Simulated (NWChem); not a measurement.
Species: GaH$_{2}$O$_{2}$Cl; SMILES [Ga]([OH])([OH])[Cl]

```xyz
6

Ga    -0.0078     0.3013     0.0000
Cl    -0.0201    -1.8297     0.0000
O     -1.5489     1.1640     0.0000
H     -1.4392     2.1217     0.0000
O      1.5140     1.2096     0.0000
H      2.3006     0.6535     0.0000
```
Atoms are numbered in this order, from 1.

All runs: NWChem. Coordinates come from a PBE0/def2-SVP optimisation. Total energies compare along this basis series because the functional is fixed.

| level | basis functions | energy (Ha) | highest occupied level (eV) | orbital gap (eV) | dipole (D) |
|---|---|---|---|---|---|
| PBE0/cc-pVDZ | 83 | -2536.2320 | ? | 7.90 | ? |
| PBE0/aug-cc-pVDZ | 127 | -2536.2604 | -9.32 | 7.74 | 1.57 |
| PBE0/cc-pVTZ | 165 | -2536.3806 | -9.20 | 7.95 | 1.66 |
| PBE0/aug-cc-pVTZ | 247 | -2536.3868 | -9.31 | 7.77 | 1.57 |

Task: Fill in the missing entries.

Result: 
- PBE0/cc-pVDZ, highest occupied level (eV): -8.97
- PBE0/cc-pVDZ, dipole (D): 1.82
